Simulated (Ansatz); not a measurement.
Process, species as SMILES: [B]=N (B-NH) → B atom + H atom + N atom
B3LYP-D3(BJ)/def2-TZVP geometries, fixed; electronic energies without zero-point terms.

Effect of a fitting basis named in the input at HF/def2-TZVPP with Ansatz (a quantum-chemistry and plane-wave program), against the last row, where the atomisation energy is 155.55 kcal/mol. Open shells are unrestricted. The default fits or decomposes integrals by the program's own choice; accuracy: high also tightens integrals, grids and stops.

```json
[
 {"setting": "fitting: def2-SV(P)-JKFIT", "largest shift of a total energy (mEh)": "0.025", "shift of the atomisation energy (kcal/mol)": "-0.013"},
 {"setting": "fitting: def2-universal-JKFIT", "largest shift of a total energy (mEh)": "0.025", "shift of the atomisation energy (kcal/mol)": "-0.013"},
 {"setting": "fitting: cc-pVTZ-JKFIT", "largest shift of a total energy (mEh)": "0.053", "shift of the atomisation energy (kcal/mol)": "-0.030"},
 {"setting": "fitting: cc-pVQZ-JKFIT", "largest shift of a total energy (mEh)": "0.009", "shift of the atomisation energy (kcal/mol)": "-0.003"},
 {"setting": "fitting: cc-pV5Z-JKFIT", "largest shift of a total energy (mEh)": "0.003", "shift of the atomisation energy (kcal/mol)": "0.001"},
 {"setting": "accuracy: high", "largest shift of a total energy (mEh)": "-0.002", "shift of the atomisation energy (kcal/mol)": "0.000"},
 {"setting": "accuracy: medium (default)", "largest shift of a total energy (mEh)": "0.000", "shift of the atomisation energy (kcal/mol)": "0.000"}
]
```

Within 0.02 kcal/mol in the atomisation energy: fitting: def2-SV(P)-JKFIT; fitting: def2-universal-JKFIT; fitting: cc-pVQZ-JKFIT; fitting: cc-pV5Z-JKFIT; accuracy: high. The largest shift is 0.053 mEh in a total energy and 0.030 kcal/mol in the difference.
